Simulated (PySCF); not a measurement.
Mean polarisability (bohr³) of eight silicon and germanium compounds: PBE beside CAM-B3LYP, computed with PySCF for isolated molecules in the bases named; differences from unrounded values. The eight are the first of their class met in an unordered collection, after screening for sound electronic states; none was chosen by its value. Each molecule has one DFT geometry for both levels.

| molecule | basis | CAM-B3LYP | PBE | difference |
|---|---|---|---|---|
| Si(OH)3(NH2) (H5NO3Si), SMILES N[Si](O)(O)O | def2-TZVP | 39.7 | 42.6 | 3.0 |
| CH₆ClFSi₂, SMILES C[Si@@](F)([SiH3])Cl | def2-TZVP | 76.3 | 80.5 | 4.2 |
| C₂H₇ClSi, SMILES [SiH2](CC)Cl | def2-TZVP | 61.5 | 64.2 | 2.7 |
| Si(Br)(OH)(NH2)2 (BrH5N2OSi), SMILES N[Si](N)(Br)O | def2-TZVP | 59.5 | 63.2 | 3.7 |
| C₂H₇NOSi₂, SMILES [SiH3]C1=NC[SiH2]O1 | def2-TZVP | 82.9 | 88.6 | 5.7 |
| C4H7FSi, SMILES C=C=C([SiH2]C)F | def2-TZVP | 78.3 | 81.8 | 3.5 |
| C4H5ClSi, SMILES C#C[Si@H](Cl)C=C | def2-TZVP | 79.3 | 82.7 | 3.4 |
| C₂H₅ClSi₂, SMILES C#C[Si@@H]([SiH3])Cl | def2-TZVP | 87.0 | 91.7 | 4.6 |

PBE lies below CAM-B3LYP in 0 and above it in 8 of the eight; the mean signed difference is 3.9 and the largest 5.7 bohr³.
